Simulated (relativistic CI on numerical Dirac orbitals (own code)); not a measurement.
Computed by Dirac-Coulomb-Breit CI, KLI orbitals optimised for each configuration, model QED, valence Slater integrals scaled by 0.85, configuration energies shifted to the measured levels that pair with them (semi-empirical) (own radial code, finite nucleus).

Configurations in the expansion (outside the closed core [Kr] 4d10): 5s2 5p2, 5s2 5p 6s, 5s 5p3, 5s2 5p 6p, 5s2 5p 5d, 5s2 5p 7s, 5s2 5p 7p, 5s2 5p 6d, 5s2 5p 4f, 5s2 5d2, 5s2 5p 7d, 5s2 5p 5f, 5s2 5p 5g, 5s2 5p 6f, 5s2 5p 7f, 5p4, 5s 5p2 5d. Levels of other configurations are missing.

Configurations whose levels could be paired with our table of measured levels were shifted onto them, all but the ground configuration, by the median error of their levels; single terms can still be off by 1,000 to 2,000 cm⁻¹ or more, and rates follow the energies as ν³ (E1, M1) or ν⁵ (E2). The others borrow a shift and can be off by several thousand cm⁻¹ or more. The fine structure of a lone outer electron comes out too small, for d and f at times inverted, and misplaced configurations move strength between like terms. 23 of the 31 excited levels that our extract of the measured tables holds in this range could be paired (the sources list more); they are missed by 165 cm⁻¹ on average and 1610 at most, after the shifts were fitted to these levels, and levels without a partner can miss by more.

Outline of the computed level scheme of Sn I. Lowest level of each configuration: 5s2 5p2 3P_0 at 0.0000 eV; 5s2 5p 6s 3P°_0 at 4.2880 eV; 5s 5p3 5S°_2 at 4.9129 eV; 5s2 5p 6p 3D_1 at 5.2656 eV; 5s2 5p 5d 3F°_2 at 5.4335 eV; 5s2 5p 7s 3P°_1 at 6.0418 eV; 5s2 5p 7p 3D_1 at 6.3751 eV; 5s2 5p 6d 3D°_2 at 6.3962 eV; 5s2 5p 4f 3G_3 at 6.6745 eV.

Some strong electric-dipole decays among the lowest 45 levels: 5s2 5p 6s 3P°_0 → 5s2 5p2 3P_1 (2.1e+08 s⁻¹); 5s2 5p 6s 1P°_1 → 5s2 5p2 1D_2 (1.9e+08 s⁻¹); 5s2 5p 6s 3P°_2 → 5s2 5p2 3P_2 (1.6e+08 s⁻¹); 5s2 5p 5d 3D°_1 → 5s2 5p2 3P_0 (1.5e+08 s⁻¹); 5s2 5p 5d 1F°_3 → 5s2 5p2 1D_2 (1.4e+08 s⁻¹); 5s2 5p 5d 3D°_2 → 5s2 5p2 3P_1 (1.4e+08 s⁻¹); 5s2 5p 5d 3F°_3 → 5s2 5p2 3P_2 (1.1e+08 s⁻¹); 5s2 5p 5d 3D°_3 → 5s2 5p2 3P_2 (1.1e+08 s⁻¹).

Rates of lines that live on the mixing of spin multiplicities can be off by large factors.

LS names give the leading component of a level, which can be under half, so a name can repeat, a term be missing and a line seem to break the LS rules.
